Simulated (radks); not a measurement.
The numbers below are computed, except where a source is named.
Problem. Species: the molybdenum ion Mo2+. Configuration: [Kr] 4d4. Code: a radial shooting solver on a logarithmic mesh with Libxc functionals. Model: Dirac Kohn-Sham, PBE, spin-unpolarised, spherical densities, finite nucleus; open shells are shared between the two j in proportion to 2j + 1; Fermi nuclear charge, rms radius 4.4091 fm. Some entries of the table are withheld. Estimate them.

| orbital | occ. | eigenvalue (eV) | <1/r> (bohr^-1) |
|---|---|---|---|
| 1s1/2 | 2 | -19831.12 | (1) |
| 2s1/2 | 2 | -2816.286 | 9.913 |
| 2p1/2 | 2 | (2) | (3) |
| 2p3/2 | 4 | (4) | (5) |
| 3s1/2 | 2 | -494.8354 | 3.391 |
| 3p1/2 | 2 | -409.6060 | 3.289 |
| 3p3/2 | 4 | -392.0606 | 3.176 |
| 3d3/2 | 4 | -241.4219 | (6) |
| 3d5/2 | 6 | -238.1000 | (7) |
| 4s1/2 | 2 | (8) | 1.238 |
| 4p1/2 | 2 | -58.4514 | 1.118 |
| 4p3/2 | 4 | -55.9348 | 1.085 |
| 4d3/2 | 1.6 | -20.9749 | 0.7737 |
| 4d5/2 | 2.4 | -20.7244 | 0.7661 |
| 5s1/2 | 0 | -17.6996 | 0.4384 |
| 5p1/2 | 0 | (9) | 0.3672 |
| 5p3/2 | 0 | (10) | 0.3596 |

Solution. 
(1) 1s1/2 <1/r> (bohr^-1): 43.55
(2) 2p1/2 eigenvalue (eV): -2592.316
(3) 2p1/2 <1/r> (bohr^-1): 9.889
(4) 2p3/2 eigenvalue (eV): -2485.755
(5) 2p3/2 <1/r> (bohr^-1): 9.416
(6) 3d3/2 <1/r> (bohr^-1): 2.987
(7) 3d5/2 <1/r> (bohr^-1): 2.957
(8) 4s1/2 eigenvalue (eV): -82.7161
(9) 5p1/2 eigenvalue (eV): -12.8811
(10) 5p3/2 eigenvalue (eV): -12.5966
